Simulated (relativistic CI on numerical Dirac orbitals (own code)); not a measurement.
**Sensitivity of the levels of Pm⁴⁶⁺ to α and to the nuclear radius**

Method of calculation: Dirac-Coulomb-Breit CI, KLI orbitals optimised for each configuration, derivatives by finite differences, unscaled Slater integrals, QED left out (own radial code, finite nucleus).

Configurations in the expansion (outside the closed core [Ne]): 3s²3p³, 3s3p⁴, 3s²3p²3d, 3p⁵, 3s3p³3d, 3p⁴3d, 3s²3p3d², 3s²3d³, 3s3p3d³, 3p³3d², 3p²3d³. Double excitations out of closed p, d and f shells are left out; levels of such configurations are missing from the list, as are those of other unlisted configurations, and high levels can miss mixing partners.

With x = (α/α₀)² − 1 an excitation energy changes as ω = ω₀ + qx; K = 2q/ω₀ is the relative enhancement. Terms are leading LS components, so labels can repeat. The field-shift factor is F = δν/δ⟨r²⟩ for the transition from the lowest level.

Lowest level 3s²3p³ ²P°3/2.

| Level | ω₀ (cm⁻¹) | q (cm⁻¹) | F (GHz/fm²) |
| --- | --- | --- | --- |
| 3s²3p³ ⁴S°3/2 | 1055518 | 1.294e+06 | -76 |
| 3s²3p³ ²D°5/2 | 1134322 | 1.293e+06 | -76.9 |
| 3s²3p³ ²P°1/2 | 1230718 | 1.3e+06 | -78.4 |
| 3s²3p²3d ²D3/2 | 1463107 | 63730 | -9.13 |
| 3s²3p²3d ²D5/2 | 1788236 | 411400 | -115 |
| 3s3p⁴ ⁴P5/2 | 2153432 | 1.389e+06 | -1720 |
| 3s²3p³ ²P°3/2 | 2298101 | 2.597e+06 | -171 |
| 3s3p⁴ ²P3/2 | 2334008 | 1.44e+06 | -1440 |
| 3s3p⁴ ²S1/2 | 2346676 | 1.471e+06 | -1710 |
| 3s²3p²3d ²F5/2 | 2519438 | 1.339e+06 | -63.8 |
| 3s²3p²3d ⁴F3/2 | 2538807 | 1.359e+06 | -191 |
| 3s²3p²3d ⁴D1/2 | 2538912 | 1.347e+06 | -74.1 |
| 3s²3p²3d ²G7/2 | 2595444 | 1.345e+06 | -58.3 |

At this charge energies of transitions that change n are usually good to better than 1 %, and those within a shell (Δn = 0) to a few per cent.

Task: Which transition from the lowest level has the largest |K|?

Result: 3s²3p³ ⁴S°3/2 at 1055518 cm⁻¹, K = 2.45.
